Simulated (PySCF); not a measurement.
A geometry optimisation, step by step.

Species: CH₇FOSi₂.
Atom-mapped SMILES: `[CH3:1][SiH2:2][O:3][SiH2:4][F:5]` (hydrogens: H6, H7, H8 on C1; H9, H10 on Si2; H11, H12 on Si4)

Method: PBE0-D3(BJ)/def2-SVP geometry optimisation, gas phase (PySCF 2.14.0); density fitting, grid level 1; the optimiser is geomeTRIC in internal coordinates, started from a GFN2-xTB structure with every atom displaced at random (about 0.01 Å). 12 of its 20 geometries are shown. The frame can shift and turn from step to step; on so coarse a grid that alone can change the energy by a few meV, and forces under 0.02 eV/Å are noise.

Step 0: E = -21651.8561 eV, largest atomic force 2.267 eV/Å
```
atom  x, y, z in Å  |  force x, y, z in eV/Å
C1     -1.862    0.167    0.368   -0.117   0.956  -1.087
Si2    -0.664   -0.781   -0.711   -0.719   0.275   0.714
O3      0.846   -0.471   -0.221    2.069   0.508   0.773
Si4     2.171    0.364    0.297   -2.217  -0.050  -0.221
F5      2.162    1.752   -0.502    0.241   0.742  -0.360
H6     -1.750   -0.023    1.418    0.253  -0.372   0.971
H7     -2.899   -0.053    0.106   -0.359  -0.127  -0.104
H8     -1.741    1.270    0.231    0.050  -0.508  -0.033
H9     -0.780   -2.218   -0.503   -0.428  -0.760  -0.153
H10    -0.731   -0.375   -2.103   -0.348   0.086  -0.823
H11     3.310   -0.376   -0.094    1.344  -0.709  -0.150
H12     1.976    0.715    1.705    0.231  -0.041   0.474
```

Step 2: E = -21652.1080 eV, largest atomic force 0.115 eV/Å
```
atom  x, y, z in Å  |  force x, y, z in eV/Å
C1     -1.884    0.216    0.342    0.008   0.011   0.079
Si2    -0.678   -0.827   -0.627    0.045   0.049  -0.062
O3      0.882   -0.525   -0.121   -0.051  -0.045  -0.020
Si4     2.168    0.402    0.260    0.082  -0.028   0.075
F5      2.121    1.777   -0.596   -0.011   0.019  -0.034
H6     -1.800    0.026    1.425    0.008  -0.011  -0.039
H7     -2.920   -0.003    0.039   -0.010   0.001  -0.021
H8     -1.696    1.287    0.168   -0.006  -0.009  -0.011
H9     -0.925   -2.284   -0.432   -0.017  -0.004   0.040
H10    -0.783   -0.517   -2.086    0.011   0.005   0.017
H11     3.422   -0.310   -0.093   -0.039   0.009  -0.017
H12     2.125    0.783    1.696   -0.021   0.004  -0.006
```

Step 3: E = -21652.1093 eV, largest atomic force 0.044 eV/Å
```
atom  x, y, z in Å  |  force x, y, z in eV/Å
C1     -1.881    0.221    0.343   -0.010   0.015   0.000
Si2    -0.678   -0.821   -0.631    0.017   0.013  -0.013
O3      0.881   -0.531   -0.119    0.002  -0.043   0.007
Si4     2.168    0.394    0.264    0.003   0.007   0.013
F5      2.122    1.761   -0.606    0.004   0.017  -0.009
H6     -1.798    0.021    1.422    0.005  -0.011   0.000
H7     -2.916    0.006    0.034    0.002   0.006  -0.004
H8     -1.691    1.292    0.174   -0.006   0.003   0.000
H9     -0.937   -2.276   -0.430   -0.011  -0.001   0.011
H10    -0.774   -0.508   -2.088    0.000   0.004   0.000
H11     3.419   -0.322   -0.086   -0.002  -0.007   0.000
H12     2.115    0.787    1.697   -0.003  -0.003  -0.004
```

Step 5: E = -21652.1103 eV, largest atomic force 0.076 eV/Å
```
atom  x, y, z in Å  |  force x, y, z in eV/Å
C1     -1.873    0.247    0.335    0.008   0.000  -0.044
Si2    -0.680   -0.810   -0.638   -0.045   0.007   0.024
O3      0.879   -0.560   -0.110    0.052  -0.021   0.021
Si4     2.168    0.364    0.277   -0.050   0.035  -0.045
F5      2.136    1.721   -0.612    0.005  -0.021   0.022
H6     -1.802    0.023    1.410   -0.009   0.009   0.016
H7     -2.908    0.053    0.011    0.002   0.001   0.007
H8     -1.667    1.318    0.186    0.007   0.004   0.008
H9     -0.983   -2.257   -0.434    0.009   0.004  -0.020
H10    -0.753   -0.488   -2.094   -0.005  -0.004  -0.009
H11     3.416   -0.363   -0.057    0.015  -0.009   0.012
H12     2.097    0.776    1.702    0.012  -0.005   0.008
```

Step 7: E = -21652.1123 eV, largest atomic force 0.080 eV/Å
```
atom  x, y, z in Å  |  force x, y, z in eV/Å
C1     -1.831    0.346    0.294    0.009  -0.042  -0.014
Si2    -0.693   -0.789   -0.657   -0.075   0.018   0.023
O3      0.867   -0.674   -0.078    0.041   0.004   0.007
Si4     2.148    0.258    0.325   -0.028   0.022  -0.033
F5      2.129    1.608   -0.576   -0.003  -0.036   0.025
H6     -1.820    0.082    1.363   -0.013   0.035   0.006
H7     -2.865    0.237   -0.072   -0.001   0.005   0.009
H8     -1.544    1.403    0.190    0.027   0.001  -0.006
H9     -1.121   -2.205   -0.471    0.024   0.001  -0.034
H10    -0.692   -0.451   -2.111   -0.005  -0.007  -0.006
H11     3.401   -0.475    0.023    0.011   0.004   0.010
H12     2.052    0.685    1.744    0.013  -0.004   0.012
```

Step 9: E = -21652.1144 eV, largest atomic force 0.104 eV/Å
```
atom  x, y, z in Å  |  force x, y, z in eV/Å
C1     -1.699    0.553    0.209   -0.030  -0.035   0.051
Si2    -0.724   -0.757   -0.695   -0.028  -0.022  -0.009
O3      0.803   -0.918   -0.025    0.001   0.088  -0.029
Si4     2.061    0.029    0.431    0.044  -0.069   0.064
F5      2.020    1.404   -0.433   -0.009   0.006  -0.017
H6     -1.816    0.280    1.270    0.004   0.027  -0.015
H7     -2.706    0.646   -0.228    0.002   0.014  -0.004
H8     -1.211    1.539    0.155    0.028  -0.007  -0.028
H9     -1.388   -2.086   -0.565    0.005  -0.004  -0.007
H10    -0.585   -0.414   -2.142    0.000  -0.001   0.004
H11     3.337   -0.668    0.138   -0.009   0.010  -0.009
H12     1.939    0.417    1.860   -0.006  -0.006   0.000
```

Step 10: E = -21652.1172 eV, largest atomic force 0.108 eV/Å
```
atom  x, y, z in Å  |  force x, y, z in eV/Å
C1     -1.680    0.581    0.191   -0.016   0.006   0.043
Si2    -0.740   -0.765   -0.696    0.075  -0.042  -0.001
O3      0.793   -0.932   -0.034   -0.063   0.072  -0.049
Si4     2.051    0.002    0.449    0.013  -0.076   0.054
F5      1.979    1.415   -0.348    0.002   0.043  -0.029
H6     -1.792    0.353    1.263    0.011  -0.009  -0.013
H7     -2.688    0.699   -0.237    0.005   0.006  -0.010
H8     -1.153    1.544    0.096    0.001   0.001  -0.012
H9     -1.408   -2.090   -0.560   -0.015   0.002   0.027
H10    -0.611   -0.437   -2.148    0.012   0.002   0.007
H11     3.331   -0.662    0.103   -0.016   0.000  -0.013
H12     1.950    0.317    1.898   -0.010  -0.006  -0.005
```

Step 12: E = -21652.1193 eV, largest atomic force 0.042 eV/Å
```
atom  x, y, z in Å  |  force x, y, z in eV/Å
C1     -1.691    0.573    0.190    0.005   0.028  -0.031
Si2    -0.749   -0.778   -0.687    0.020  -0.015   0.010
O3      0.798   -0.890   -0.058   -0.006   0.000  -0.023
Si4     2.064    0.021    0.437   -0.003   0.004   0.010
F5      1.967    1.476   -0.280   -0.005   0.000   0.006
H6     -1.762    0.379    1.271    0.002  -0.016   0.007
H7     -2.712    0.667   -0.212   -0.001  -0.001   0.005
H8     -1.177    1.537    0.043   -0.008   0.003   0.014
H9     -1.384   -2.114   -0.500   -0.012   0.006   0.012
H10    -0.656   -0.481   -2.148   -0.001  -0.007  -0.003
H11     3.334   -0.617    0.015    0.005  -0.001  -0.005
H12     2.000    0.253    1.904    0.004  -0.001  -0.003
```

Step 14: E = -21652.1237 eV, largest atomic force 0.189 eV/Å
```
atom  x, y, z in Å  |  force x, y, z in eV/Å
C1     -1.641    0.645    0.147    0.035   0.025  -0.150
Si2    -0.781   -0.792   -0.678   -0.177   0.066   0.010
O3      0.775   -0.900   -0.096    0.158  -0.093   0.035
Si4     2.049   -0.034    0.449   -0.029   0.145  -0.018
F5      1.859    1.513   -0.028    0.019  -0.116   0.037
H6     -1.669    0.516    1.239   -0.023   0.004   0.036
H7     -2.672    0.764   -0.222   -0.015  -0.015   0.032
H8     -1.088    1.570   -0.083   -0.009   0.001   0.058
H9     -1.454   -2.089   -0.377    0.005   0.005  -0.029
H10    -0.720   -0.585   -2.155   -0.027  -0.033  -0.019
H11     3.299   -0.550   -0.156    0.032   0.007   0.006
H12     2.076   -0.033    1.934    0.030   0.003   0.003
```

Step 16: E = -21652.1226 eV, largest atomic force 0.079 eV/Å
```
atom  x, y, z in Å  |  force x, y, z in eV/Å
C1     -1.520    0.790    0.081    0.010   0.008  -0.031
Si2    -0.812   -0.746   -0.710   -0.073  -0.004   0.011
O3      0.713   -1.052   -0.086    0.037   0.063   0.030
Si4     1.974   -0.202    0.522    0.010  -0.019  -0.022
F5      1.773    1.362    0.117    0.030   0.010   0.001
H6     -1.620    0.657    1.169   -0.013   0.005   0.007
H7     -2.514    1.030   -0.329   -0.007  -0.018   0.001
H8     -0.853    1.647   -0.102   -0.004  -0.009   0.014
H9     -1.649   -1.945   -0.415   -0.001  -0.012  -0.016
H10    -0.696   -0.577   -2.189   -0.004  -0.007  -0.001
H11     3.240   -0.670   -0.091    0.015  -0.007   0.007
H12     1.994   -0.270    2.006   -0.001  -0.008   0.001
```

Step 17: E = -21652.1266 eV, largest atomic force 0.059 eV/Å
```
atom  x, y, z in Å  |  force x, y, z in eV/Å
C1     -1.578    0.728    0.109    0.018   0.003  -0.034
Si2    -0.797   -0.764   -0.697   -0.057   0.013   0.009
O3      0.744   -0.993   -0.084    0.040   0.017   0.020
Si4     2.011   -0.131    0.492   -0.005   0.009  -0.019
F5      1.821    1.419    0.036    0.008  -0.004   0.004
H6     -1.657    0.588    1.198   -0.013   0.003   0.007
H7     -2.588    0.915   -0.289   -0.004  -0.012   0.003
H8     -0.962    1.621   -0.080    0.001  -0.003   0.015
H9     -1.568   -2.007   -0.409    0.002  -0.005  -0.011
H10    -0.698   -0.575   -2.175   -0.006  -0.009  -0.003
H11     3.273   -0.630   -0.105    0.011  -0.004   0.005
H12     2.030   -0.149    1.977    0.004  -0.007   0.003
```

Step 19: E = -21652.1277 eV, largest atomic force under 0.02 eV/Å
```
atom  x, y, z in Å  |  force x, y, z in eV/Å
C1     -1.617    0.693    0.121    0.007   0.000   0.004
Si2    -0.791   -0.775   -0.682    0.003   0.002  -0.002
O3      0.765   -0.945   -0.089   -0.001   0.001   0.004
Si4     2.040   -0.085    0.470   -0.004   0.001  -0.006
F5      1.848    1.467    0.023    0.001   0.000   0.001
H6     -1.682    0.558    1.212   -0.006  -0.001  -0.001
H7     -2.637    0.837   -0.267    0.000   0.001  -0.004
H8     -1.037    1.608   -0.078    0.001  -0.001   0.003
H9     -1.514   -2.044   -0.382    0.002  -0.001   0.002
H10    -0.717   -0.594   -2.163   -0.004  -0.002   0.000
H11     3.294   -0.585   -0.146    0.001   0.001   0.000
H12     2.082   -0.112    1.954    0.001  -0.001   0.000
```

**Question.** Summarise the path.

**Answer.** The energy falls by 26.21 kJ/mol from step 0 to step 19; nine tenths of that is first reached at step 2. It rises by more than 0.2 meV at steps 13 and 16. The largest force goes from 2.267 to under 0.02 eV/Å. Among the bonds Si4–H11 changes most, from 1.414 to 1.483 Å; the atoms move by 0.410 Å rms after alignment.

**Question.** Follow the three bonds and two angles with the largest change from start to end.

**Answer.** 
```csv
step,E above end (kJ/mol),largest force (eV/Å),Si4–H11 (Å),Si2–O3 (Å),Si2–H10 (Å),Si2–O3–Si4 (°),H11–Si4–H12 (°)
0,26.21,2.267,1.414,1.617,1.452,160.4,119.9
1,4.15,0.540,1.491,1.675,1.500,156.1,110.1
2,1.91,0.115,1.485,1.668,1.495,155.7,112.1
3,1.78,0.044,1.483,1.666,1.494,155.4,112.7
4,1.73,0.048,1.483,1.666,1.493,155.0,112.9
5,1.68,0.076,1.482,1.666,1.493,154.1,113.1
6,1.61,0.081,1.482,1.666,1.493,152.2,113.1
7,1.49,0.080,1.483,1.668,1.493,149.1,113.1
8,1.36,0.067,1.483,1.672,1.493,142.1,112.7
9,1.29,0.104,1.483,1.675,1.493,139.0,112.6
10,1.02,0.108,1.483,1.679,1.494,139.5,112.4
11,0.93,0.081,1.483,1.676,1.493,141.7,112.5
12,0.82,0.042,1.483,1.674,1.493,142.4,112.6
13,1.40,0.391,1.481,1.658,1.492,145.3,113.6
14,0.39,0.189,1.482,1.666,1.493,144.1,113.1
15,0.19,0.126,1.482,1.669,1.493,142.5,113.0
16,0.49,0.079,1.483,1.676,1.493,138.1,112.8
17,0.11,0.059,1.483,1.674,1.493,140.3,112.8
18,0.01,0.026,1.484,1.675,1.494,142.0,112.6
19,0.00,under 0.02,1.483,1.674,1.493,142.4,112.6
```

What follows is the cost of the whole optimisation. Time: 1.7 min; peak memory 0.47 GiB. Hardware: an Arm Neoverse V1 with one thread, no GPU, shared host with 32 logical CPUs at a one-minute load of 28.
